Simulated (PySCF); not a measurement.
Gas-phase XPS of Si(vinyl)2Br2, computed

Species: Si(vinyl)2Br2, C4H6Br2Si.
Cartesian coordinates in Å at the PBE0-D3(BJ)/def2-SVP level; atoms count from 1:
```
atom  x, y, z in Å
Si1   -0.508   -0.313   -0.452
C2    -0.691   -0.579    1.374
C3    -1.362    0.226    2.204
H4    -0.211   -1.481    1.780
H5    -1.863    1.130    1.843
H6    -1.441    0.012    3.275
C7     1.254   -0.316   -1.034
C8     1.847    0.684   -1.693
H9     1.829   -1.226   -0.817
H10    1.311    1.606   -1.942
H11    2.893    0.620   -2.013
Br12  -1.497    1.599   -1.030
Br13  -1.530   -2.015   -1.473
```

Method used: delta-SCF UKS SCAN, pcX-2 on the ionised atom, pcseg-1 elsewhere, spin-free X2C (PySCF). Each binding energy is the total energy of the core-ionised species, with the hole localised on one atom, minus that of the ground state; both are solved self-consistently, so orbital relaxation is included.

Problem. What binding energy does each computed site have?

Solution. 
```json
{"atom(s)": "Si1", "environment": "silicon bonded to 2 Br and 2 C", "level": "Si 2p3/2", "binding energy (eV)": "107.86", "2p1/2 (eV)": "108.49", "above the level's lowest (eV)": "0.00", "count": "1"}
{"atom(s)": "C2/C7", "environment": "carbon bonded to C, Si and H", "level": "C 1s", "binding energy (eV)": "290.41", "2p1/2 (eV)": "–", "above the level's lowest (eV)": "0.00", "count": "2"}
{"atom(s)": "C3/C8", "environment": "carbon bonded to C and 2 H", "level": "C 1s", "binding energy (eV)": "290.68", "2p1/2 (eV)": "–", "above the level's lowest (eV)": "+0.27", "count": "2"}
{"atom(s)": "Si1", "environment": "silicon bonded to 2 Br and 2 C", "level": "Si 1s", "binding energy (eV)": "1847.87", "2p1/2 (eV)": "–", "above the level's lowest (eV)": "0.00", "count": "1"}
```

Lowest listed C 1s: C2/C7, bonded to C, H and Si. Highest, 0.27 eV above it: C3/C8, bonded to C and 2 H.

Problem. Give the binding energy of C 1s of C2/C7 in hartree and in kJ/mol.

Solution. 290.41 eV = 10.6724 Eh = 28020 kJ/mol.

Problem. Which photon energy gives electrons from C 1s of C2/C7 a kinetic energy of 50 eV, and what is their de Broglie wavelength?

Solution. hν = 290.41 + 50 = 340.41 eV, recoil neglected; λ = 12.264 Å/√(E/eV) = 1.73 Å.

Atoms equivalent by their bonding share one computed value, that of the first of them. The 2p values aren't plain energy differences: one relaxed spin-free 2p hole is combined with a matrix within the shell (ground-state 2p orbital-energy differences and spin–orbit coupling). 2p3/2, the mean of its two sublevels, lies a third of the splitting below the shell's mean and 2p1/2 two thirds above it; the statistical areas are 2:1. 2p1/2 minus 2p3/2 (ligand field included): Si 0.63 eV. No level of bromine is listed. Isolated species at its PBE0-D3(BJ)/def2-SVP geometry (one conformer only).

Hardware: one thread of an Arm Neoverse N1, shared host with 64 logical CPUs at a one-minute load of 60. Cost: 80 s of wall time, 0.67 GiB resident at most.
